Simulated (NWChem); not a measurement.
Everything below was run with NWChem. System: C₃H₂F₃, charge 1, spin multiplicity 1, at the geometry of a parent with another charge or spin, in a state set for the comparison that need not be this species' ground state. Level: RHF/def2-TZVP.

Part of the output:

```
             Northwest Computational Chemistry Package (NWChem) 7.3.0
             --------------------------------------------------------

                                NWChem Input Module
                                -------------------

 Scaling coordinates for geometry "geometry" by  1.889725989
 (inverse scale =  0.529177249)

 Turning off AUTOSYM since
 SYMMETRY directive was detected!

                             Geometry "geometry" -> ""
                             -------------------------

 Output coordinates in angstroms (scale by  1.889725989 to convert to a.u.)

  No.       Tag          Charge          X              Y              Z
 ---- ---------------- ---------- -------------- -------------- --------------
    1 F                    9.0000    -2.63629200    -0.24018600     0.00000000
    2 C                    6.0000    -1.42989500     0.31571200     0.00000000
    3 C                    6.0000    -0.30737100    -0.49710600     0.00000000
    4 C                    6.0000     0.98300900    -0.04257300     0.00000000
    5 F                    9.0000     2.03683800    -0.82043100     0.00000000
    6 F                    9.0000     1.31098600     1.22920700     0.00000000
    7 H                    1.0000    -1.43264500     1.40695700     0.00000000
    8 H                    1.0000    -0.44559700    -1.58046900     0.00000000

 Effective nuclear repulsion energy (a.u.)     223.4079249524

            Nuclear Dipole moment (a.u.)
            ----------------------------
        X                 Y               Z
 ---------------- ---------------- ----------------
     0.0000075589    -0.0000075589     0.0000000000

      Symmetry information
      --------------------

 Group name             Cs
 Group number              2
 Group order               2
 No. of unique centers     8

      Symmetry unique atoms

     1    2    3    4    5    6    7    8


 Summary of "ao basis" -> "" (spherical)
 ------------------------------------------------------------------------------
       Tag                 Description            Shells   Functions and Types
 ---------------- ------------------------------  ------  ---------------------
 *                         def2-tzvp                  on all atoms

 Summary of "ao basis" -> "ao basis" (spherical)
 ------------------------------------------------------------------------------
       Tag                 Description            Shells   Functions and Types
 ---------------- ------------------------------  ------  ---------------------
 F                         def2-tzvp                11       31   5s3p2d1f
 C                         def2-tzvp                11       31   5s3p2d1f
 H                         def2-tzvp                 4        6   3s1p

                                 NWChem SCF Module
                                 -----------------

  ao basis        = "ao basis"
  functions       =   198
  atoms           =     8
  closed shells   =    23
  open shells     =     0
  charge          =   1.00
  wavefunction    = RHF
  use symmetry    = T
  symmetry adapt  = T

 Summary of "ao basis" -> "ao basis" (spherical)
 ------------------------------------------------------------------------------
       Tag                 Description            Shells   Functions and Types
 ---------------- ------------------------------  ------  ---------------------
 F                         def2-tzvp                11       31   5s3p2d1f
 C                         def2-tzvp                11       31   5s3p2d1f
 H                         def2-tzvp                 4        6   3s1p

      Symmetry analysis of basis
      --------------------------

        a'        136
        a"         62

 Forming initial guess at       0.2s

      Superposition of Atomic Density Guess
      -------------------------------------

 Sum of atomic energies:        -412.26783811

 Renormalizing density from      47.00 to     46

      Non-variational initial energy
      ------------------------------

 Total energy =    -408.893637
 1-e energy   =    -992.625108
 2-e energy   =     360.323546
 HOMO         =      -0.633117
 LUMO         =      -0.363362

      Symmetry analysis of molecular orbitals - initial
[...]
 ----------------------------------------------

              iter       energy          gnorm     gmax       time
             ----- ------------------- --------- --------- --------
                 1     -412.7114108843  2.20D+00  2.44D-01     12.3
                 2     -412.8958327591  4.54D-01  7.87D-02     19.2
                 3     -412.9135247558  3.98D-02  9.39D-03     28.1
                 4     -412.9137206624  5.70D-04  1.59D-04     42.6
                 5     -412.9137207105  1.35D-07  2.03D-08     70.0
                 6     -412.9137207105  5.15D-09  1.32D-09     81.6

       Final RHF  results
       ------------------

         Total SCF energy =   -412.913720710453
      One-electron energy =  -1003.569873570056
      Two-electron energy =    367.248227907171
 Nuclear repulsion energy =    223.407924952431

        Time for solution =     72.8s

       Symmetry analysis of molecular orbitals - final
       -----------------------------------------------

  Numbering of irreducible representations:

     1 a'          2 a"

  Orbital symmetries:

     1 a'          2 a'          3 a'          4 a'          5 a'
     6 a'          7 a'          8 a'          9 a'         10 a'
    11 a'         12 a'         13 a'         14 a'         15 a"
    16 a'         17 a'         18 a"         19 a"         20 a'
    21 a'         22 a'         23 a"         24 a"         25 a"
    26 a'         27 a'         28 a'         29 a'         30 a'
    31 a"         32 a'         33 a'

             Final eigenvalues
             -----------------

              1
    1  -26.6142
    2  -26.6136
    3  -26.5892
    4  -11.7608
    5  -11.6739
    6  -11.5152
    7   -1.9677
    8   -1.9019
    9   -1.9012
   10   -1.3832
   11   -1.2189
   12   -1.1276
   13   -1.0670
   14   -1.0528
   15   -1.0154
   16   -0.9915
   17   -0.9498
   18   -0.9472
   19   -0.9349
   20   -0.9214
   21   -0.8793
   22   -0.8327
   23   -0.6773
   24   -0.2220
   25   -0.0321
   26   -0.0241
   27   -0.0165
   28    0.0053
   29    0.0202
   30    0.0648
   31    0.0945
   32    0.1047
   33    0.1569

                       ROHF Final Molecular Orbital Analysis
                       -------------------------------------

 Vector   21  Occ=2.000000D+00  E=-8.793217D-01  Symmetry=a'
              MO Center= -5.2D-01, -2.3D-01,  5.3D-16, r^2= 3.6D+00
   Bfn.  Coefficient  Atom+Function         Bfn.  Coefficient  Atom+Function
  ----- ------------  ---------------      ----- ------------  ---------------
     7      0.226489  1 F  py               161     -0.211907  6 F  px
    10      0.196397  1 F  py               164     -0.185558  6 F  px
    68     -0.175838  3 C  px                 6     -0.161947  1 F  px
    99      0.159833  4 C  px                69     -0.153652  3 C  py

 Vector   22  Occ=2.000000D+00  E=-8.327382D-01  Symmetry=a'
              MO Center= -1.1D+00, -1.3D-01,  1.8D-14, r^2= 2.4D+00
   Bfn.  Coefficient  Atom+Function         Bfn.  Coefficient  Atom+Function
  ----- ------------  ---------------      ----- ------------  ---------------
     7      0.238508  1 F  py                69      0.237817  3 C  py
    38     -0.223241  2 C  py                10      0.208887  1 F  py
    72      0.193530  3 C  py                41     -0.175846  2 C  py
   188     -0.169056  7 H  s                194     -0.165471  8 H  s

 Vector   23  Occ=2.000000D+00  E=-6.773132D-01  Symmetry=a"
              MO Center= -2.8D-01, -2.1D-01, -4.7D-15, r^2= 2.0D+00
   Bfn.  Coefficient  Atom+Function         Bfn.  Coefficient  Atom+Function
  ----- ------------  ---------------      ----- ------------  ---------------
    73      0.309606  3 C  pz                70      0.300931  3 C  pz
    42      0.166209  2 C  pz                39      0.159947  2 C  pz
   104      0.158369  4 C  pz               101      0.155738  4 C  pz
    76      0.151544  3 C  pz

 Vector   24  Occ=0.000000D+00  E=-2.220315D-01  Symmetry=a"
              MO Center= -3.5D-01,  1.4D-01,  4.6D-14, r^2= 2.9D+00
   Bfn.  Coefficient  Atom+Function         Bfn.  Coefficient  Atom+Function
  ----- ------------  ---------------      ----- ------------  ---------------
    45      0.357031  2 C  pz               104     -0.338938  4 C  pz
    42      0.328823  2 C  pz                39      0.301056  2 C  pz
   101     -0.296764  4 C  pz               107     -0.198909  4 C  pz
    14     -0.161060  1 F  pz

 Vector   25  Occ=0.000000D+00  E=-3.209641D-02  Symmetry=a"
              MO Center= -1.9D-01, -6.9D-02, -7.2D-14, r^2= 3.4D+00
   Bfn.  Coefficient  Atom+Function         Bfn.  Coefficient  Atom+Function
  ----- ------------  ---------------      ----- ------------  ---------------
    76      1.029873  3 C  pz                45     -0.765876  2 C  pz
   107     -0.723722  4 C  pz               104     -0.311121  4 C  pz
   101     -0.272177  4 C  pz                70      0.257765  3 C  pz
    73      0.249812  3 C  pz               138      0.193976  5 F  pz
   169      0.182057  6 F  pz                14      0.174785  1 F  pz

 Vector   26  Occ=0.000000D+00  E=-2.411994D-02  Symmetry=a'
              MO Center= -4.1D-01,  1.3D+00,  5.6D-14, r^2= 5.1D+00
   Bfn.  Coefficient  Atom+Function         Bfn.  Coefficient  Atom+Function
  ----- ------------  ---------------      ----- ------------  ---------------
   189      2.304917  7 H  s                 44     -1.189538  2 C  py
   160     -0.901821  6 F  s                 36     -0.814351  2 C  s
    98      0.813971  4 C  s                 66     -0.569226  3 C  s
   106      0.504508  4 C  py                74      0.448139  3 C  px
    35     -0.391606  2 C  s                129     -0.356965  5 F  s

 center of mass
 --------------
 x =   0.05119471 y =   0.00677174 z =   0.00000000

 moments of inertia (a.u.)
 ------------------
         183.138560668699         -19.571209385192           0.000000000000
         -19.571209385192        1010.518894722186           0.000000000000
           0.000000000000           0.000000000000        1193.657455390885

  Mulliken analysis of the total density
  --------------------------------------

    Atom       Charge   Shell Charges
 -----------   ------   -------------------------------------------------------
    1 F    9     9.12   0.77  1.20  0.60  1.02  0.33  2.22  2.24  0.71  0.00  0.02  0.00
    2 C    6     5.58   0.86  1.12  0.55  0.57  0.07  1.08  1.06  0.09  0.04  0.14  0.02
    3 C    6     6.28   0.85  1.12  0.48  0.58  0.12  1.30  1.44  0.33  0.02  0.04  0.01
    4 C    6     5.30   0.86  1.12  0.55  0.46 -0.01  1.04  0.92  0.03  0.06  0.24  0.03
    5 F    9     9.10   0.77  1.20  0.60  1.02  0.33  2.22  2.24  0.68  0.00  0.02  0.00
    6 F    9     9.12   0.77  1.20  0.60  1.02  0.33  2.22  2.25  0.70  0.00  0.02  0.00
    7 H    1     0.75   0.25  0.43  0.04  0.02
    8 H    1     0.75   0.25  0.44  0.03  0.03

       Multipole analysis of the density wrt the origin
       ------------------------------------------------

     L   x y z        total         open         nuclear
     -   - - -        -----         ----         -------
     0   0 0 0      1.000000      0.000000     47.000000

     1   1 0 0     -0.520227      0.000000      0.000008
     1   0 1 0      0.247402      0.000000     -0.000008
     1   0 0 1      0.000000      0.000000      0.000000

     2   2 0 0    -17.332105      0.000000    486.522473
     2   1 1 0     -2.057540      0.000000      6.456296
     2   1 0 1      0.000000      0.000000      0.000000
     2   0 2 0    -18.713690      0.000000     95.507156
     2   0 1 1      0.000000      0.000000      0.000000
     2   0 0 2    -21.665842      0.000000      0.000000

 Task  times  cpu:       81.7s     wall:       81.7s

 Total times  cpu:       81.7s     wall:       81.7s
```

Task: Write an NWChem input that would produce this output.

Result: Several could match; the one computed here: 
```
start mol
memory heap 200 mb stack 900 mb global 1100 mb
charge 1
geometry units angstroms nocenter noautoz
  F     -2.636292    -0.240186     0.000000
  C     -1.429895     0.315712     0.000000
  C     -0.307371    -0.497106     0.000000
  C      0.983009    -0.042573     0.000000
  F      2.036838    -0.820431     0.000000
  F      1.310986     1.229207     0.000000
  H     -1.432645     1.406957     0.000000
  H     -0.445597    -1.580469     0.000000
  symmetry group Cs
end
basis spherical
  * library def2-tzvp
end
scf
  rhf
  nopen 0
  maxiter 100
  thresh 1e-7
  semidirect memsize 60000000 filesize 0
end
task scf energy
```
